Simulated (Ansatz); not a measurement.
The Zn1–H2 bond of FHZn (SMILES [F][ZnH]) is stretched (multiplicity 1, the rest rigid).
Geometry at rest (charge 0, multiplicity 1):
```xyz
3

Zn     0.0000     0.0000    -0.3581
H      0.0000     0.0000    -1.8636
F      0.0000     0.0000     1.4008
```

Correlated levels freeze the cores.

The values were computed with Ansatz (a quantum-chemistry and plane-wave program) with Gaussian orbitals. Each number belongs to the level named beside it.

FIC-MRCISD+Q on CASSCF(2,2)/def2-TZVPP, total energies (hartree):

```json
[
 {"R (Å)": "1.505", "CASSCF": "-1877.901512", "MRCISD": "-1878.552720", "weight c² of the reference": "0.92039"},
 {"R (Å)": "2.635", "CASSCF": "-1877.830430", "MRCISD": "-1878.465833", "weight c² of the reference": "0.92367"},
 {"R (Å)": "4.817", "CASSCF": "-1877.794826", "MRCISD": "-1878.428601", "weight c² of the reference": "0.92477"}
]
```

Problem. Add the Davidson correction (E_MRCISD − E_CASSCF)(1 − c²)/c² and give the energies above the first point at the three levels.

Solution. 
Corrections (hartree): -0.056325, -0.052507, -0.051559. Above the first point (kcal/mol):
- R = 2.635 Å: CASSCF 44.6, MRCISD 54.5, with the correction 56.9
- R = 4.817 Å: CASSCF 66.9, MRCISD 77.9, with the correction 80.9
